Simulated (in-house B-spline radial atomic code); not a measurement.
A fraction x of an electron is added to 3p in Cl, starting from [Ne] 3s2 3p5 and keeping the highest spin. Level of theory: non-relativistic Hartree-Fock with fractional occupations, spin-polarised, spherical fractional occupations, point nucleus; calculated with a B-spline radial code for spherical atoms.

Caution: exact exchange at fractional occupations of open shells leaves self-interaction of up to several eV.

```json
{"x": "0", "E(x) - E(0) (eV)": "0.0000", "3p down level (eV)": "-9.061"}
{"x": "0.1", "E(x) - E(0) (eV)": "-0.8784", "3p down level (eV)": "-8.509"}
{"x": "0.2", "E(x) - E(0) (eV)": "-1.7021", "3p down level (eV)": "-7.967"}
{"x": "0.3", "E(x) - E(0) (eV)": "?", "3p down level (eV)": "?"}
{"x": "0.4", "E(x) - E(0) (eV)": "?", "3p down level (eV)": "?"}
{"x": "0.5", "E(x) - E(0) (eV)": "-3.8551", "3p down level (eV)": "-6.403"}
{"x": "0.6", "E(x) - E(0) (eV)": "-4.4705", "3p down level (eV)": "-5.907"}
{"x": "0.7", "E(x) - E(0) (eV)": "-5.0369", "3p down level (eV)": "-5.424"}
{"x": "0.8", "E(x) - E(0) (eV)": "-5.5559", "3p down level (eV)": "-4.958"}
```

What belongs in the row x = 0.3?

An energy change of -2.4721 eV; 3p down at -7.435 eV.

What belongs in the row x = 0.4?

An energy change of -3.1894 eV; 3p down at -6.913 eV.

Check Janak's theorem between x = 0.1 and 0.2.

The slope of the energy is -8.24 eV; the orbital levels give -8.24 eV (ε of the filling orbital, averaged over the two points).
